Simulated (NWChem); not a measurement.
## Basis-set convergence for ClTl

SMILES: [Tl][Cl]
```xyz
2

Tl     0.0000     0.0000    -0.4405
Cl     0.0000     0.0000     2.0987
```
Charge 0, spin multiplicity 1.

Everything below was run with NWChem. All single points use one geometry, from B3LYP/def2-SVP with def2 effective core potentials on Tl, a minimum by its harmonic frequencies.

Quantity: LUMO energy at the level B3LYP.

Effective core potentials replace the inner electrons of Tl; spin-orbit coupling is left out. B3LYP has NWChem's definition, with VWN1-RPA local correlation. The structure started from a generated list of species.

Task: In def2-QZVP the value is -2.13 eV. Among def2-SVP, def2-SVPD, def2-TZVP, def2-TZVPP, def2-TZVPD, which is the smallest basis within 0.1 eV of it?

Result: def2-SVPD, with 59 functions against 152 and about 10 % of the time (also within reach: def2-TZVP, def2-TZVPP, def2-TZVPD). def2-QZVP isn't the basis-set limit itself, and a small set can land close by cancellation.

| basis | functions | LUMO energy (eV) |
|---|---|---|
| def2-SVP | 44 | -1.94 |
| def2-SVPD | 59 | -2.14 |
| def2-TZVP | 87 | -2.10 |
| def2-TZVPP | 92 | -2.10 |
| def2-TZVPD | 102 | -2.14 |
| def2-QZVP | 152 | -2.13 |
